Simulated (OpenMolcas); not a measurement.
**Kr V: effect of the basis set**

| Quantity | Value |
| --- | --- |
| Program | OpenMolcas |
| Method | CASSCF |
| Active space | 4 electrons in 8 orbitals (4s 4p 5s 5p) |
| State averaging | 2S+1 = 3 even, 3 roots; 2S+1 = 1 even, 11 roots; 2S+1 = 5 odd, 1 root; 2S+1 = 3 odd, 9 roots; 2S+1 = 1 odd, 8 roots |
| Spin-orbit coupling | RASSI with atomic mean-field integrals over the reference wave functions, term energies averaged over their components |

A. ANO-RCC-VTZP [6s5p3d1f], DKH2, point nucleus; cost roughly 19 core-seconds
B. ANO-RCC-VQZP [7s6p4d2f1g], DKH2, point nucleus; cost roughly 23 core-seconds
C. ANO-R2 [6s5p4d3f1g], X2C, finite nucleus; cost about 20 core-seconds
D. ANO-RCC [9s8p6d4f2g], DKH2, point nucleus; cost of the order of 70 core-seconds

Energies in cm⁻¹ above 4s² 4p² ³P₀, the measured ground level; measured values from Saloman, J. Phys. Chem. Ref. Data 36, 215 (2007).

```csv
Level,A,B,C,D,Measured
4s² 4p² ³P₀,0.0,0.0,0.0,0.0,0.0
4s² 4p² ³P₁,3327,3284,3324,3309,3743
4s² 4p² ³P₂,7076,6989,7059,7032,7595
4s² 4p² ¹D₂,21832,21791,21803,21841,19723
4s² 4p² ¹S₀,37156,37130,37212,37186,39204
4s 4p³ ⁵S°₂,84607,84379,84567,84407,
4s 4p³ ³D°₁,136423,136380,136135,136408,129658
4s 4p³ ³D°₂,136435,136391,136153,136418,129779
4s 4p³ ³D°₃,137602,137542,137329,137577,131016
4s 4p³ ³P°₀,152488,152451,152242,152490,147925
4s 4p³ ³P°₁,153006,152962,152757,153004,148287
4s 4p³ ³P°₂,153821,153762,153567,153810,148668
4s 4p³ ¹D°₂,195592,195562,194867,195593,163387
4s 4p³ ³S°₁,199698,199666,198882,199681,185064
4s 4p³ ¹P°₁,212094,212051,211359,212094,194041
```

Deviations, from unrounded energies. A percentage is the sum of absolute deviations over the sum of measured energies, with the sign that they share, or ± where signs differ.

| Against measurement | Levels | A | B | C | D |
| --- | --- | --- | --- | --- | --- |
| mean absolute deviation (cm-1) | 13 | 8000 | 8000 | 7700 | 8000 |
| fine structure of the ground term (%) | 2 | -8.3 | -9.4 | -8.4 | -8.8 |
| other terms of the ground configuration (%) | 2 | ±7.1 | ±7.0 | ±6.9 | ±7.0 |
| other configurations (%) | 9 | +7.2 | +7.2 | +6.9 | +7.2 |

A, B, C, D lie about equally close to measurement. The largest miss of C in the table is 4s 4p³ ¹D°₂, by +31000 cm-1. The ranking rests on the paired levels alone, and a cruder setting can come out closer through cancelling errors.

Among A to D the level of the table that moves most is 4s 4p³ ³S°₁, by 820 cm-1 (lowest in C, highest in A).

Some levels mix across a computed gap that differs much from the measured one, so their mixing is not that of the real levels. Active for correlation alone: 5p 5s; no level in the range computed is led by a configuration that fills them, so any true level of that kind is missing. Terms of s pⁿ other than that of highest spin mix with s² pⁿ⁻² d, which this space lacks; all of them can be thousands of cm-1 off, and some have no real level of that name. Computed and measured levels are paired by configuration, term and J; levels that our copy of the source lacks, or whose pairing is in doubt (as where it misses far off the trend of its configuration), stay unpaired and out of the deviations. Only configurations of the active space appear. Levels that lie high or do not pair safely by name in every column are left out.

° marks odd parity.
